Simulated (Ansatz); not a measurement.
Geometry optimisation, Ansatz, RKS PBE-D4/def2-SVP.

Input file:

```yaml
crystal:
  periodic: [false, false, false]
  atoms:
    - { symbol: B, position_ang: [-0.022933, -0.396344, -0.160805] }
    - { symbol: H, position_ang: [0.051392, -0.586208, 1.030238] }
    - { symbol: O, position_ang: [1.087354, -0.410018, -0.951944] }
    - { symbol: H, position_ang: [1.90566, -0.533299, -0.446438] }
    - { symbol: O, position_ang: [-1.225015, -0.31713, -0.795823] }
    - { symbol: H, position_ang: [-1.975727, -0.294995, -0.181102] }
    - { symbol: F, position_ang: [-0.042516, 1.919767, 0.847405] }
    - { symbol: H, position_ang: [0.125485, 1.221826, 1.442469] }
basis:
  gaussian: { orbitals: def2-SVP }
hamiltonian:
  xc: pbe
  dispersion: d4
relax:
  f_tol: 0.03
  max_steps: 50
```

Launched with:

```bash
$ ansatz run input.yaml --threads 1 --pin off --max-ram 2048MiB --backend cpu --events-out ev --progress --plain --runs-dir out
```

Q: Where does it end, and by what steps?

A: The forces met the threshold. After 6 steps the energy has fallen by 0.066 eV; F7 moved furthest, 0.29 Å.

```
step  energy less start (eV)  largest force component (eV/Å)  accepted
   0                  0.0000                           0.606       yes
   1                  0.0222                           2.218        no
   2                 -0.0372                           0.455       yes
   3                 -0.0481                           0.866       yes
   4                 -0.0466                           0.602        no
   5                 -0.0636                           0.268       yes
   6                 -0.0656                           0.021       yes
```

```xyz
8
Properties=species:S:1:pos:R:3
B -0.031 -0.417 -0.195
H 0.050 -0.441 1.041
O 1.084 -0.498 -0.970
H 1.904 -0.512 -0.451
O -1.238 -0.403 -0.821
H -1.984 -0.335 -0.203
F 0.044 2.065 1.084
H 0.074 1.147 1.297
```

Whether the end is a true minimum wasn't checked by a vibrational analysis.

Time of the run: 15 s on 1 thread of Arm Neoverse V2, with other jobs on the host, peak memory 0.13 GiB.
